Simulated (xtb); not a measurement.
xtb input:

```bash
xtb mol.xyz --gfn 2 --sp --chrg 0 --uhf 0
```
mol.xyz:
```
3

Ba     0.22286265     0.11814199     0.09208405
F     -0.93947669     1.07912345    -1.54686345
F     -0.44722427    -1.81422916     0.97389600
```

**Question.** Predict the final energy.

**Answer.** -10.02183 Eh (GFN2-xTB).
